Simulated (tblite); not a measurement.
C6H16NPS.
Structure used (GFN2-xTB), in Å, numbered top down from 1:
```xyz
25
C6H16NPS angstrom
C      2.992   -1.308    0.701
S      2.744   -0.410   -0.852
C      1.905    1.067   -0.206
P      0.307    0.679    0.687
C     -0.279    2.434    0.789
C     -0.634    0.117   -0.866
N     -1.730   -0.783   -0.651
C     -2.758   -0.198    0.177
C     -1.287   -2.055   -0.128
H      3.491   -2.239    0.452
H      2.023   -1.507    1.154
H      3.611   -0.714    1.367
H      1.721    1.704   -1.074
H      2.588    1.576    0.479
H     -0.258    2.922   -0.186
H     -1.295    2.446    1.180
H      0.361    2.979    1.483
H     -1.002    1.008   -1.387
H      0.100   -0.387   -1.505
H     -2.392    0.020    1.195
H     -3.599   -0.886    0.249
H     -3.102    0.730   -0.278
H     -0.556   -2.488   -0.809
H     -0.825   -1.951    0.868
H     -2.138   -2.729   -0.050
```

Method: GFN2-xTB as coded in tblite; computed harmonic values from a numerical Hessian at the method's own geometry, unscaled. The method is semi-empirical: single wavenumbers can be off by several per cent or more. One conformer, not necessarily the lowest.

Harmonic wavenumbers (cm⁻¹): 32.0, 35.7, 76.6, 105.7, 133.0, 148.7, 161.9, 174.5, 214.0, 225.5, 248.1, 263.0, 270.7, 303.5, 411.7, 435.7, 485.2, 654.5, 665.2, 721.9, 728.7, 749.2, 776.1, 817.6, 878.8, 881.7, 903.0, 947.2, 948.0, 1042.4, 1066.4, 1073.9, 1077.2, 1113.5, 1145.2, 1156.5, 1239.8, 1278.1, 1298.8, 1313.8, 1324.1, 1395.9, 1406.1, 1414.2, 1429.2, 1439.9, 1443.2, 1445.6, 1455.2, 1480.3, 1482.2, 1489.8, 1494.8, 2822.0, 2841.8, 2909.7, 2922.6, 2935.2, 2947.2, 2973.7, 3001.1, 3009.2, 3010.5, 3012.6, 3014.3, 3019.0, 3020.2, 3022.1, 3061.9.

A = 1563, B = 753.9, C = 592.0 MHz; mass 165.074 u (most abundant isotopes); point group C1, symmetry number 1.

Question: What is the zero-point energy?

Answer: Half the sum of the wavenumbers: 46213 cm⁻¹ = 132.13 kcal/mol.

Question: What is S at 200 K and 1 bar for an ideal gas of classical rigid rotors and harmonic oscillators?

Answer: Translation 39.25, rotation 29.32, vibration 31.02: S = 99.6 cal/(mol K).

Question: And Cp and H(200 K) − H(0)?

Answer: Cp = 37.89 cal/(mol K), of which vibrations give 29.94 (their classical limit is 69 R = 137.1); H(200 K) − H(0) = 4.84 kcal/mol without the zero-point energy, 3.25 from vibrations.

Question: Which modes carry the vibrational entropy at 200 K?

Answer: 32.0 cm⁻¹: 4.91; 35.7 cm⁻¹: 4.69; 76.6 cm⁻¹: 3.20; 105.7 cm⁻¹: 2.58; 133.0 cm⁻¹: 2.15; 148.7 cm⁻¹: 1.95 cal/(mol K); the other 63 give 11.54 together.

Question: Blend soft modes into free rotors: weight 1/[1 + (100 cm⁻¹/ν̃)⁴] for the oscillator and the rest for a rotor with moment μB/(μ + B), μ = h/(8π²ν), B = 10⁻⁴⁴ kg m². What vibrational entropy results?

Answer: 28.24 cal/(mol K) in place of 31.02, which changes −T·S at 200 K by +0.56 kcal/mol.

Hindered rotation and anharmonicity are outside this model. Other conformers, if any are populated, would add a mixing term that is left out. The structure is chiral; the term R ln 2 for an equal mix with its mirror image is left out.
